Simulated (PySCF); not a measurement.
C2H6BFO2, SMILES C(B(CO)F)O.

Geometry: B3LYP-D3(BJ)/def2-SVP. The structure was generated by enumeration, and PubChem lists no compound with its InChIKey, so it may never have been made. Other conformers were not sampled.

All values below come from PBE/def2-TZVP run with PySCF.

Symmetry labels are those of the subgroup C2 that the program uses (full group C2).

Computed valence orbital energies around the gap with their symmetry:
```csv
orbital,symmetry,energy (eV)
HOMO−7,A,-10.77
HOMO−6,B,-10.47
HOMO−5,A,-10.31
HOMO−4,B,-9.44
HOMO−3,A,-8.24
HOMO−2,B,-7.64
HOMO−1,A,-6.41
HOMO,B,-6.05
LUMO,B,-1.51
LUMO+1,A,-0.44
LUMO+2,A,0.32
LUMO+3,B,0.61
```
